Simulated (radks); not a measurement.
Q: These are the eigenvalues of the occupied orbitals of an atom or ion with whole-number occupations (Ry). Method: Dirac Kohn-Sham, BP86, spin-unpolarised, spherical densities, point nucleus; computed with a radial shooting solver on a logarithmic mesh with Libxc functionals.

| orbital | eigenvalue |
|---|---|
| 1s1/2 | -3682.681 |
| 2s1/2 | -610.6117 |
| 2p1/2 | -579.9431 |
| 2p3/2 | -528.7810 |
| 3s1/2 | -138.1061 |
| 3p1/2 | -124.8223 |
| 3p3/2 | -114.3294 |
| 3d3/2 | -91.39859 |
| 3d5/2 | -89.11367 |
| 4s1/2 | -30.55133 |
| 4p1/2 | -25.37509 |
| 4p3/2 | -23.02534 |
| 4d3/2 | -14.49330 |
| 4d5/2 | -14.06615 |
| 5s1/2 | -6.69935 |
| 5p1/2 | -5.19970 |
| 5p3/2 | -4.83319 |
| 4f5/2 | -3.97704 |
| 4f7/2 | -3.91642 |

Which element is it, and in what charge state? The configuration may be excited. Open shells, if any, are shared by 2j + 1.

A: Z = 64, gadolinium, charge +4: Gd4+ in [Xe] 4f6. The list shows which subshells hold electrons but not how many an open one holds; the 1s level, -1841.3 hartree, gives Z - s = 60.7 by -(Z - s)^2/2, which with screening and relativity narrows Z to a few neighbours, and the depths of the outer levels then fix element, charge and occupations together.
